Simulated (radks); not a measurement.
Spherical jellium clusters: N electrons in a uniform positive sphere of charge N and radius rs N^(1/3), rs = 4.03 bohr. Calculated with a radial shooting solver with Libxc functionals: non-relativistic Kohn-Sham, LDA (Slater exchange, Perdew-Wang correlation), spin-polarised, spherical densities. Levels are named by radial order and angular momentum (1s, 1p, 1d, 2s, ...), and open shells are averaged over m.

N = 23, configuration 1s2 1p6 1d10 2s2 1f(up 3, down 0). This is the lowest configuration that the search found. Occupied and some empty levels:

level,occupation,eigenvalue (eV),<r> (bohr)
1s up,1,-5.1257,7.265
1s down,1,-5.0097,7.059
1p up,3,-4.4605,8.417
1p down,3,-4.3037,8.324
1d up,5,-3.5822,9.248
1d down,5,-3.4051,9.222
2s up,1,-3.0280,7.444
2s down,1,-2.9432,7.557
1f up,3,-2.5368,9.989
1f down,0,-2.3537,10.01
2p up,0,-1.8495,9.195
2p down,0,-1.7618,9.263
1g up,0,-1.3696,10.77
1g down,0,-1.1931,10.86
2d up,0,-0.78838,11.59
2d down,0,-0.70525,11.78

Energy (eV): total -42.6701, kinetic 39.638, external -1488.8, Hartree 736.33, exchange-correlation -83.464, background 753.60.
